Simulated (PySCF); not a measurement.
## Bond curve of RbSe⁺

Set-up: PySCF, scalar-relativistic core potentials, basis sets Rb def2-SVP with ECP28, Se def2-SVP. Energies in eV from Rb⁺ + Se in their ground configurations at the same level. State: ³Σ⁻ (triplet), unpaired electrons π ↑↑.

```
R (Å)    M06-L  UHF-SCS-MP2
3.137  -0.0904      -0.1127
3.283  -0.2103      -0.2363
3.429  -0.2724      -0.3015
3.539  -0.2944      -0.3250
3.648  -0.3019      -0.3338
3.757  -0.2997      -0.3326
3.903  -0.2879      -0.3210
4.086  -0.2658      -0.2978
4.305  -0.2368      -0.2657
4.596  -0.2016      -0.2246
```

Q: Put a parabola through the three lowest points of the M06-L curve and estimate Re, k and ωe (reduced mass 41.17 u; 1 eV/Å² = 0.16022 mdyn/Å; ωe = 1302.8·√(k/μ) cm⁻¹).

A: Through R = 3.539, 3.648, 3.757 Å the second-order coefficient is 0.408 eV/Å², so Re ≈ 3.678 Å, k ≈ 0.131 mdyn/Å and ωe ≈ 73 cm⁻¹. A polynomial fit of higher order to the unrounded M06-L energies gives Re = 3.673 Å, k = 0.116 mdyn/Å, ωe = 69.1 cm⁻¹; anharmonicity and rounding make the difference.

The higher-order fit for each curve: M06-L: Re = 3.673 Å, ωe = 69.1 cm⁻¹, De = 0.302 eV; UHF-SCS-MP2: Re = 3.685 Å, ωe = 69.4 cm⁻¹, De = 0.334 eV.

Correlated steps freeze 9 core orbitals. The bond is weak. Basis-set superposition, not corrected here, can be much of De in a small basis, most of all at correlated wavefunction levels. Spin–orbit coupling is left out. For an ion De counts to the pair picked by the measured ionisation energies or electron affinities, which need not be the lowest pair at this level. The state is the lowest determinant that a PBE0 search found; another state may lie lower at other levels.
